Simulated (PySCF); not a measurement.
# Te: ionisation energy

Te [Kr] 4d10 5s2 5p4 (3P) → Te⁺ [Kr] 4d10 5s2 5p3 (4S), as a difference of total energies. Computed with PySCF 2.14 in x2c-QZVPPall (13s9p7d4f1g, 112 functions), with the spin-free X2C one-electron Hamiltonian (Gaussian nucleus). Correlated levels: valence: [Kr] 4d10 frozen; valence and next inner shell: [Ar] 3d10 frozen. The calculations carry no spin-orbit coupling.

```tsv
method	ionisation energy (eV)	plus first-order spin-orbit estimate	error of that sum (eV)
UHF	7.732	7.965	-1.045
LDA	9.015	9.248	+0.238
PBE	8.739	8.972	-0.038
PBE0	8.736	8.969	-0.041
r2SCAN	8.748	8.981	-0.029
B2PLYP	8.710	8.943	-0.067
TPSSh	8.734	8.968	-0.042
r2SCANh	8.750	8.983	-0.027
ROHF	7.648	7.881	-1.129
MP2 (valence)	8.440	8.673	-0.337
SCS-MP2 (valence)	8.516	8.750	-0.260
MP2 (valence and next inner shell)	8.520	8.753	-0.257
SCS-MP2 (valence and next inner shell)	8.562	8.796	-0.214
```

Reference: 9.010 eV (measured; NIST Atomic Spectra Database, ionization energies).

A first-order spin-orbit estimate (lowest level to lowest level, LS coupling) adds 0.233 eV.

Errors of the correlated levels include the incompleteness of this basis and the frozen core.
